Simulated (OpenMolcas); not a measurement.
**Ti3+, Zr3+, Hf3+: d down the group**

- Program: OpenMolcas
- Method: SS-CASPT2, IPEA 0.25 Eh, imaginary shift 0.1 Eh
- Basis: ANO-RCC-VTZP
- Scalar Hamiltonian: DKH2, point nucleus
- Spin-orbit coupling: RASSI with atomic mean-field integrals over the reference wave functions, term energies averaged over their components

Active space for each ion: 1 electron in 10 orbitals (d d); closed shells correlated by CASPT2: Ti3+ 3s 3p; Zr3+ 4s 4p; Hf3+ 5s 5p.

Computed levels in cm-1 above 2D 3/2:

| Level | Ti3+ | Zr3+ | Hf3+ |
| --- | --- | --- | --- |
| 2D 5/2 | 373 | 1226 | 4908 |
| weight of 2D in the lowest level (%) | 100 | 100 | 100 |

Measured, with the error of the calculation in %. Measured levels: Ti3+ from Corliss and Sugar, J. Phys. Chem. Ref. Data 8, 1 (1979); Zr3+ from the list in Rauch et al., Astron. Astrophys. 599, A142 (2017).

| Level | Ti3+ | Zr3+ |
| --- | --- | --- |
| 2D 5/2 | 382 (-2.3) | 1251 (-2.0) |

The fine-structure level 2D 5/2 changes by a factor of 13.2 from Ti3+ to Hf3+.

With one active electron, CASPT2 adds the correlation within the correlated inactive shells and between them and that electron, and leaves the splitting within a term as the reference gives it. With one active electron outside closed inactive shells, the extra shells (4d) add no correlation to the reference (holds for Ti3+). With one active electron outside closed inactive shells, the extra shells (5d) add no correlation to the reference (holds for Zr3+). With one active electron outside closed inactive shells, the extra shells (6d) add no correlation to the reference (holds for Hf3+). Measured partners are found by configuration, term and J. A level has none where our copy of the source lacks it or the pairing is in doubt (some pairs that miss far off the trend of their configuration count as doubtful), and it then counts in no deviation. Levels of configurations outside the active space are missing.
